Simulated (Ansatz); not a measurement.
Gas-phase electronic energies from Ansatz, PBE0-D4/def2-TZVP geometries. CCSD(T)/CBS adds triple-zeta CCSD(T) − MP2 to the extrapolated MP2 energy (def2 sets, frozen cores). Functionals use def2-TZVPP. B3LYP here is the variant with VWN-RPA as its local correlation; programs differ in this. Elements past krypton have def2 core potentials. For In outer-core shells are correlated without core-valence functions, which leaves a few kJ/mol of doubt a bond. One conformer a species, not always the lowest.

`[CH3][InH][CH2][SiH3]` + `OBN[SiH3]` → `OBN([SiH3])[SiH3]` + `[CH3][InH][CH3]`  (ligand exchange at the Si–C bond)

(1) Is it downhill or uphill in electronic energy at CCSD(T)/CBS, and by how much? (An estimate is asked.)

(2) What do these levels give: PBE0, B3LYP, HF/def2-TZVPP, SCS-MP2/def2-TZVPP, CCSD(T)/def2-TZVPP, HF/CBS(def2)? (Estimate.)

Largest T1 diagnostic among the species: 0.012.

Answers

(1) Computed: Downhill: ΔE = -8.2 kcal/mol.

(2) Computed: PBE0 -7.1, B3LYP -8.0, HF/def2-TZVPP -9.5, SCS-MP2/def2-TZVPP -9.2, CCSD(T)/def2-TZVPP -8.8, HF/CBS(def2) -9.7 kcal/mol.

The D4 term adds −0.9 kcal/mol with B3LYP and −0.5 kcal/mol with PBE0; it sums over pairs of atoms, weighted by their polarisabilities, and B3LYP, whose exchange is more repulsive, gets the larger term.
